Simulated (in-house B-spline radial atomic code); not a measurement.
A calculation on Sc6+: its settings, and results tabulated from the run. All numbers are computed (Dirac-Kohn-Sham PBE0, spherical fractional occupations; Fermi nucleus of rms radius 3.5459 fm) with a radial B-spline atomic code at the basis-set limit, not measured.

Command:
```bash
python run_scf.py task.json out
```
Settings (nuclear radius in fm, mass in u):
```
Z                21
configuration    [Ne] 3s2 3p3
hamiltonian      dirac
method           pbe0
spin_polarised   False
nucleus          fermi
rms_radius       3.5459
atomic_mass      44.95591
speed_of_light   137.035999084
```

Output (hartree, bohr):
```
 radial grid: 66 intervals, B-splines of order 8, outer radius 10.2985 bohr

 iter        energy (Eh)    residual
    1        -748.617586    5.56e-01
    2        -751.758712    1.70e-01
    3        -751.968368    6.10e-02
    4        -751.996914    2.17e-02
    5        -752.001016    6.38e-03
    6        -752.001340    8.10e-05
    7        -752.001341    5.79e-06
    8        -752.001341    3.48e-08

 total energy                      -752.00134
 kinetic                             758.8554
 electron-nucleus                  -1729.5941
 Hartree                             254.4298
 exact exchange                       -8.6897
 exchange-correlation                -27.0027

 first-order corrections (not in the total)
   Gaunt                             0.2433
   retardation                      -0.0198
   frequency dependence             -0.0003
   self-energy                       0.1618
   Uehling                          -0.0122
   Wichmann-Kroll                    0.0000
   recoil                            0.0074

 orbital      occ     eigenvalue          <r>       <r^2>       <1/r>     <1/r^3>       <r^4>       r_max    small
 1s1/2      2.000      -167.0265    0.0730137   0.0071699     20.7742           - 0.000132491      0.0478  5.65e-03
 2s1/2      2.000       -21.8630     0.341291    0.137734      4.3314           -   0.0333492      0.2828  9.76e-04
 2p1/2      2.000       -18.7286     0.304061    0.114086     4.25216           -   0.0267746      0.2304  9.51e-04
 2p3/2      4.000       -18.5554     0.306608    0.115862     4.20361     221.665   0.0275376      0.2325  9.42e-04
 3s1/2      2.000        -5.5259     0.987403     1.11074     1.42513           -     1.87552      0.8875  2.33e-04
 3p1/2      1.000        -4.5774      1.02325     1.20854     1.33322           -     2.31382      0.9049  2.10e-04
 3p3/2      2.000        -4.5526      1.02831     1.22024     1.32413     31.6224     2.35685      0.9097  2.08e-04
```

Time taken, with all properties: 0.91 s on 1 thread of Arm Neoverse V2, with other jobs on the host.

For the Dirac Hamiltonian the kinetic term is c α·p + (β - 1)c².

Caution: exact exchange at fractional occupations of open shells leaves self-interaction of up to several eV.
